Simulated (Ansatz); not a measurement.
H7OPSi2, SMILES `OP([SiH3])[SiH3]`, relaxed with RKS PBE0-D4/def2-TZVP in the Gaussian-basis code of Ansatz from a PBE-D4/def2-SVP geometry. The force threshold is 0.005 eV/Å; the program also tests the step.

The species carries charge 0 and has multiplicity 1.

Start:

```xyz
11

O    -0.505    1.106    1.597
P     0.410   -0.255    1.063
Si   -1.251   -1.257   -0.136
Si    1.446    0.766   -0.695
H    -0.350    1.182    2.558
H    -2.239   -1.846    0.833
H    -0.641   -2.363   -0.957
H    -1.972   -0.293   -1.041
H     0.487    1.516   -1.581
H     2.455    1.734   -0.141
H     2.160   -0.289   -1.499
```

```csv
step,energy (eV),largest force (eV/Å),largest move (Å)
1,-27194.7022,1.037,0.000
2,-27194.7443,0.599,0.035
3,-27194.7538,0.129,0.037
4,-27194.7578,0.088,0.024
5,-27194.7586,0.043,0.010
6,-27194.7590,0.013,0.010
7,-27194.7594,0.014,0.034
8 (rejected),-27194.7524,0.640,0.018
9,-27194.7594,0.001,0.009
10,-27194.7595,0.004,0.009
```

End:

```xyz
11

O    -0.494    1.105    1.637
P     0.377   -0.210    1.060
Si   -1.231   -1.234   -0.146
Si    1.414    0.757   -0.694
H    -0.351    1.183    2.584
H    -2.207   -1.860    0.784
H    -0.557   -2.294   -0.943
H    -1.952   -0.305   -1.056
H     0.485    1.516   -1.573
H     2.462    1.680   -0.184
H     2.055   -0.339   -1.469
```

Run time 28 s (4 threads of an Arm Neoverse V2 on a shared host); peak host memory 0.48 GiB.
